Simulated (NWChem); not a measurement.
All runs are NWChem calculations. System: iminoborane (H₂BN), charge 0, spin multiplicity 1, at a geometry optimised with PBE/def2-SVP. Level: MP2/def2-TZVP, 2 core orbitals frozen.

Input file:

```
start mol
memory heap 200 mb stack 900 mb global 1100 mb
geometry units angstroms nocenter noautoz
  B      0.000000     0.000000    -0.701057
  N      0.000000     0.000000     0.548845
  H      0.000000     0.000000    -1.891011
  H      0.000000     0.000000     1.554379
  symmetry group C2v
end
basis spherical
  * library def2-tzvp
end
scf
  rhf
  nopen 0
  maxiter 100
  thresh 1e-7
  semidirect memsize 60000000 filesize 0
end
mp2
  freeze core 2
end
task mp2 energy
```

NWChem printed:

```
             Northwest Computational Chemistry Package (NWChem) 7.3.0
             --------------------------------------------------------

                                NWChem Input Module
                                -------------------

 Scaling coordinates for geometry "geometry" by  1.889725989
 (inverse scale =  0.529177249)

 Turning off AUTOSYM since
 SYMMETRY directive was detected!

                             Geometry "geometry" -> ""
                             -------------------------

 Output coordinates in angstroms (scale by  1.889725989 to convert to a.u.)

  No.       Tag          Charge          X              Y              Z
 ---- ---------------- ---------- -------------- -------------- --------------
    1 B                    5.0000     0.00000000     0.00000000    -0.70105700
    2 N                    7.0000     0.00000000     0.00000000     0.54884500
    3 H                    1.0000     0.00000000     0.00000000    -1.89101100
    4 H                    1.0000     0.00000000     0.00000000     1.55437900

 Effective nuclear repulsion energy (a.u.)      23.5704249663

            Nuclear Dipole moment (a.u.)
            ----------------------------
        X                 Y               Z
 ---------------- ---------------- ----------------
     0.0000000000     0.0000000000    -0.0000037795

      Symmetry information
      --------------------

 Group name             C2v
 Group number             16
 Group order               4
 No. of unique centers     4

      Symmetry unique atoms

     1    2    3    4


 Summary of "ao basis" -> "" (spherical)
 ------------------------------------------------------------------------------
       Tag                 Description            Shells   Functions and Types
 ---------------- ------------------------------  ------  ---------------------
 *                         def2-tzvp                  on all atoms

 Summary of "ao basis" -> "ao basis" (spherical)
 ------------------------------------------------------------------------------
       Tag                 Description            Shells   Functions and Types
 ---------------- ------------------------------  ------  ---------------------
 B                         def2-tzvp                11       31   5s3p2d1f
 N                         def2-tzvp                11       31   5s3p2d1f
 H                         def2-tzvp                 4        6   3s1p

                                 NWChem SCF Module
                                 -----------------

  ao basis        = "ao basis"
  functions       =    74
  atoms           =     4
  closed shells   =     7
  open shells     =     0
  charge          =   0.00
  wavefunction    = RHF
  use symmetry    = T
  symmetry adapt  = T

 Summary of "ao basis" -> "ao basis" (spherical)
 ------------------------------------------------------------------------------
       Tag                 Description            Shells   Functions and Types
 ---------------- ------------------------------  ------  ---------------------
 B                         def2-tzvp                11       31   5s3p2d1f
 N                         def2-tzvp                11       31   5s3p2d1f
 H                         def2-tzvp                 4        6   3s1p

      Symmetry analysis of basis
      --------------------------

        a1         36
        a2          6
        b1         16
        b2         16

 Forming initial guess at       0.1s

      Superposition of Atomic Density Guess
[...]
    44      0.254401  2 N  py                 7      0.206879  1 B  py

 Vector    8  Occ=0.000000D+00  E= 1.289197D-01  Symmetry=a1
              MO Center= -5.8D-18,  3.0D-17,  1.9D-01, r^2= 6.9D+00
   Bfn.  Coefficient  Atom+Function         Bfn.  Coefficient  Atom+Function
  ----- ------------  ---------------      ----- ------------  ---------------
     5      2.400549  1 B  s                 36     -2.350453  2 N  s
    65     -0.927092  3 H  s                 71      0.830487  4 H  s
    11      0.549677  1 B  pz                 4      0.388838  1 B  s
    22      0.282825  1 B  d  0              34     -0.165688  2 N  s
    45      0.160533  2 N  pz                14      0.156375  1 B  pz

 Vector    9  Occ=0.000000D+00  E= 1.306310D-01  Symmetry=b2
              MO Center=  2.4D-30,  7.2D-16, -9.1D-01, r^2= 5.1D+00
   Bfn.  Coefficient  Atom+Function         Bfn.  Coefficient  Atom+Function
  ----- ------------  ---------------      ----- ------------  ---------------
    13      1.106796  1 B  py                44     -0.553883  2 N  py
    38     -0.185031  2 N  py

 Vector   10  Occ=0.000000D+00  E= 1.306310D-01  Symmetry=b1
              MO Center= -7.9D-16,  6.7D-31, -9.1D-01, r^2= 5.1D+00
   Bfn.  Coefficient  Atom+Function         Bfn.  Coefficient  Atom+Function
  ----- ------------  ---------------      ----- ------------  ---------------
    12      1.106796  1 B  px                43     -0.553883  2 N  px
    37     -0.185031  2 N  px

 center of mass
 --------------
 x =   0.00000000 y =   0.00000000 z =  -0.02600258

 moments of inertia (a.u.)
 ------------------
          55.932898373540           0.000000000000           0.000000000000
           0.000000000000          55.932898373540           0.000000000000
           0.000000000000           0.000000000000           0.000000000000

  Mulliken analysis of the total density
  --------------------------------------

    Atom       Charge   Shell Charges
 -----------   ------   -------------------------------------------------------
    1 B    5     4.94   0.92  1.06  0.50  0.44  0.04  0.93  0.78  0.14  0.06  0.05  0.02
    2 N    7     7.44   0.82  1.16  0.53  0.67  0.13  1.50  1.69  0.92  0.00  0.01  0.00
    3 H    1     0.92   0.24  0.50  0.17  0.01
    4 H    1     0.70   0.24  0.37  0.04  0.04

       Multipole analysis of the density wrt the origin
       ------------------------------------------------

     L   x y z        total         open         nuclear
     -   - - -        -----         ----         -------
     0   0 0 0     -0.000000      0.000000     14.000000

     1   1 0 0     -0.000000      0.000000      0.000000
     1   0 1 0      0.000000      0.000000      0.000000
     1   0 0 1     -0.168826      0.000000     -0.000004

     2   2 0 0     -9.908087      0.000000      0.000000
     2   1 1 0     -0.000000      0.000000      0.000000
     2   1 0 1     -0.000000      0.000000      0.000000
     2   0 2 0     -9.908087      0.000000      0.000000
     2   0 1 1      0.000000      0.000000      0.000000
     2   0 0 2     -5.715727      0.000000     37.703429

                   NWChem MP2 Semi-direct Energy/Gradient Module
                   ---------------------------------------------

  Basis functions       =     74
  Molecular orbitals    =     74
  Frozen core           =      2
  Frozen virtuals       =      0
  Active alpha occupied =      5
  Active beta occupied  =      5
  Active alpha virtual  =     67
  Active beta virtual   =     67
  Use MO symmetry       = T
  Use skeleton AO sym   = T

  AO/Fock/Back tols     =   1.0D-09  1.0D-09  1.0D-09

 GA uses MA = F    GA memory limited = T

 Available:
  local mem=  1.26D+08
 global mem=  1.44D+08
 local disk=  0.00D+00
  mp2_memr nvloc                    67
  nvloc new                    67
   1 passes of   5:        5242880                      27914                   3166750.
   1 passes of   5: M    126153023           G      144168248           F     120910143.

 Semi-direct pass number   1 of   1  for RHF alpha+beta  at        1.1s
  vrange nnbf                  2772
  mp2_eaftype                    12  avail_ma_in_mb                  1099
 EAF : mp2_eaftype filesize          12    1583375.
  mp2_eaf for mointskh                     12
Node 0 wrote      7.4 Mb in      0.0 s     Agg I/O rate:  1334.5 Mb/s
 Done moints_semi at        2.4s
  mp2_eaftype                    12  avail_ma_in_mb                  1087
 EAF : mp2_eaftype filesize          12    1583375.
  mp2_eaf for kh                    12
 Done maket at        2.4s
 Done multipass loop at        2.4s

          -------------------------------------------
          SCF energy                 -80.326370237540
          Correlation energy          -0.300345750034
          Singlet pairs               -0.195018632003
          Triplet pairs               -0.105327118030
          Total MP2 energy           -80.626715987573
          -------------------------------------------

          ---------------------------------------------------
                    Spin Component Scaled (SCS) MP2
          Same spin pairs                     -0.070218078687
          Same spin scaling factor             0.333333333333
          Opposite spin pairs                 -0.230127671347
          Opposite spin scaling fact.          1.200000000000
          SCS-MP2 correlation energy          -0.299559231845
          Total SCS-MP2 energy               -80.625929469385
          ---------------------------------------------------

 -----------------------
 Performance information
 -----------------------

 Timer overhead =  1.48D-07 seconds/call

               Nr. of calls         CPU time (s)                 Wall time (s)                GFlops
             ---------------    -------------------     ------------------------------   -------------------
Name         Min   Avg   Max    Min     Avg     Max     Min     Avg     Max   Mx/calls   Min     Max     Sum
mp2: moin     1     1     1    1.2     1.2     1.2      1.2     1.2     1.2     1.2      0.0     0.0     0.0
mp2: make     1     1     1   6.39E-2 6.39E-2 6.39E-2  6.39E-2 6.39E-2 6.39E-2 6.39E-2   0.0     0.0     0.0
mp2: tota     1     1     1    1.4     1.4     1.4      1.4     1.4     1.4     1.4      0.0     0.0     0.0

 The average no. of pstat calls per process was 3.00D+00
 with a timing overhead of 4.45D-07s

 Task  times  cpu:        2.4s     wall:        2.4s

 Total times  cpu:        2.4s     wall:        2.4s
```
